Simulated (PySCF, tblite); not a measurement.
Species: C₇H₁₄P (charge +1).
Structure used (GFN2-xTB), in Å, numbered top down from 1:
```xyz
22
C7H14P angstrom
C      2.8092    0.2876    1.0690
C      1.4799    0.0666    0.4545
C      0.3299    0.5646    0.9317
P     -1.0486    0.1058   -0.0906
C     -1.7883    1.5114   -0.9635
C     -2.3557   -0.7901    0.7856
C     -0.0766   -0.9696   -1.2014
C      1.3967   -0.7554   -0.8005
H      3.2597   -0.6653    1.3432
H      3.4796    0.7622    0.3537
H      2.7379    0.9117    1.9545
H      0.2337    1.1758    1.8121
H     -2.5529    1.1579   -1.6547
H     -2.2436    2.1883   -0.2409
H     -1.0137    2.0441   -1.5140
H     -2.8242   -0.1236    1.5100
H     -3.1083   -1.1339    0.0763
H     -1.9270   -1.6439    1.3088
H     -0.3831   -2.0064   -1.0502
H     -0.2604   -0.7168   -2.2461
H      1.9004   -1.7111   -0.6464
H      1.9448   -0.2404   -1.5926
```

Structure optimised with GFN2-xTB, isolated species.

Take the most abundant isotopes and a rigid rotor. 

**Question.** Give the principal moments of inertia and the rotational constants in MHz.

**Answer.** Ia = 173.35, Ib = 440.83, Ic = 460.71 u·Å²; 505379 MHz·u·Å²/I gives A = 2915, B = 1146, C = 1097 MHz.

**Question.** What kind of rotor is it?

**Answer.** A near-prolate asymmetric top. Ray's parameter κ = (2B − A − C)/(A − C) = -0.946; −1 is the prolate and +1 the oblate limit.

**Question.** What does the inertial defect say?

**Answer.** Not planar: Δ = Ic − Ia − Ib = -153.47 u·Å². For a rigid frame Δ = −2 Σ m c², so Σ m c² = 76.73 u·Å² lies off the ab plane: 24.65 from hydrogen and 52.08 from heavier atoms. The atom farthest from that plane is 2.38 Å away.

**Question.** Give the other two planar moments, Paa and Pbb, and the rms extents of the mass along the axes.

**Answer.** Paa = Σ m a² = (Ib + Ic − Ia)/2 = 364.10 and Pbb = Σ m b² = (Ia + Ic − Ib)/2 = 96.61 u·Å². With the mass M = 129.08 u, the rms extents √(P/M) along a, b and c are 1.68, 0.87, 0.77 Å.

**Question.** Where do the levels up to J = 2 lie, in MHz?

**Answer.** Above 0(0,0):
J = 1: 1(0,1) 2243, 1(1,1) 4012, 1(1,0) 4062
J = 2: 2(0,2) 6729, 2(1,2) 8450, 2(1,1) 8598, 2(2,1) 13905, 2(2,0) 13906
Those of J = 1 are B + C, A + C and A + B.

**Question.** Estimate the classical rotational partition function at 10 K, 25 K and 500 K.

**Answer.** Point group C1, symmetry number σ = 1; q = (√π/σ)·√((kT/h)³/(ABC)), k/h = 20836.6 MHz/K: 2780 at 10 K, 11000 at 25 K, 984000 at 500 K.

Its GFN2-xTB frequencies are all real (lowest 19 cm⁻¹). Zero-point vibration and centrifugal distortion are left out.

All values are computed, not measured.
